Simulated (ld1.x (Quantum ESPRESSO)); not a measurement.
Sb (Z = 51): excitation energies, all-electron against TM

```json
{
 "Element": "Sb (Z = 51)",
 "Generator": "ld1.x (Quantum ESPRESSO) 7.5",
 "Type": "norm-conserving Troullier–Martins (Kleinman–Bylander form)",
 "Functional": "LDA (PZ)",
 "Relativity": "scalar-relativistic",
 "Frozen core": "[Kr] 4d10",
 "Valence charge": "5",
 "Reference configuration": "5s2 5p2.5 (charge +0.5)",
 "Partial waves": "5p (bound): rc 1.80 bohr; 5s (bound): rc 1.90 bohr",
 "Local potential": "the s channel",
 "Core correction": "none"
}
```

Energies are relative to the spin-unpolarised reference configuration 5s2 5p2.5; without spin polarisation the order of configurations can differ from experiment. Spin-polarised rows fill each open shell by Hund’s rule, majority spin first.

```json
{"valence configuration": "5s2 5p3", "charge": "0", "ΔE all-electron (eV)": "-3.355", "error AE − PS (meV)": "+1.9"}
{"valence configuration": "5s2 5p2", "charge": "+1", "ΔE all-electron (eV)": "5.166", "error AE − PS (meV)": "+0.4"}
{"valence configuration": "5s2 5p1", "charge": "+2", "ΔE all-electron (eV)": "21.419", "error AE − PS (meV)": "+19"}
{"valence configuration": "5s1 5p0", "charge": "+4", "ΔE all-electron (eV)": "91.020", "error AE − PS (meV)": "+461"}
{"valence configuration": "5s2 5p3.3", "charge": "-0.3", "ΔE all-electron (eV)": "-4.562", "error AE − PS (meV)": "+3.4"}
{"valence configuration": "5s1 5p3", "charge": "+1", "ΔE all-electron (eV)": "13.984", "error AE − PS (meV)": "+17"}
{"valence configuration": "5s1 5p4", "charge": "0", "ΔE all-electron (eV)": "4.854", "error AE − PS (meV)": "+14"}
{"valence configuration": "5s2 5p2.5 (spin-polarised)", "charge": "+0.5", "ΔE all-electron (eV)": "-0.838", "error AE − PS (meV)": "+152"}
{"valence configuration": "5s2 5p3 (spin-polarised)", "charge": "0", "ΔE all-electron (eV)": "-4.447", "error AE − PS (meV)": "+182"}
```

Levels in the configuration 5s2 5p3:

```
level  all-electron (eV)  pseudo (eV)
   5s            -13.089      -13.093
   5p             -4.999       -5.002
```
